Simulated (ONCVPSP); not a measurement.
## Cutoff test, lithium, ONCV

- Element: lithium
- Generator: ONCVPSP 4.0.1
- Type: optimised norm-conserving Vanderbilt (ONCV)
- Functional: PBE
- Relativity: fully relativistic
- Frozen core: none
- Valence charge: 3
- Reference configuration: 1s2 2s1
- Partial waves: 1s+2s: rc 1.05 bohr, ncon 4, nbas 7, qcut 8.6 1/bohr, 2 projectors; p scattering state at 0.17 Ha: rc 0.85 bohr, ncon 5, nbas 8, qcut 9.6 1/bohr, 1 projector; d scattering state at 0.45 Ha: rc 0.85 bohr, ncon 4, nbas 7, qcut 11.9 1/bohr, 1 projector
- Local potential: polynomial inside 0.85 bohr (lpopt 5, dvloc0 -1 Ha)
- Core correction: none

Open shells are filled in proportion to 2j + 1.

For each optimised wave give the share of its norm inside rc, the residual kinetic energy above qcut (Ha) and the cutoffs (Ha) for errors of 10, 1, 0.1 and 0.01 mHa per electron.

| wave | norm inside rc | residual KE | 10 mHa | 1 mHa | 0.1 mHa | 0.01 mHa |
| --- | --- | --- | --- | --- | --- | --- |
| 1s | 0.899 | 9.9e-04 | 28.2 | 37.0 | 101.6 | 124.6 |
| 2s | 0.016 | 7.9e-05 | 15.5 | 27.2 | 36.1 | 65.9 |
| p projector 1 j=3/2 | 0.025 | 2.3e-05 | 5.1 | 16.3 | 31.5 | 54.9 |
| p projector 1 j=1/2 | 0.025 | 2.3e-05 | 5.1 | 16.3 | 31.5 | 54.9 |
| d projector 1 j=5/2 | 0.000 | 4.7e-08 | 1.5 | 2.8 | 7.3 | 14.2 |
| d projector 1 j=3/2 | 0.000 | 4.7e-08 | 1.5 | 2.8 | 7.3 | 14.2 |

The occupied waves need 37 Ha and 102 Ha for 1 and 0.1 mHa. Rows with under 1 % of the norm inside rc give no meaningful cutoff. Its largest configuration-test error is +925 meV.
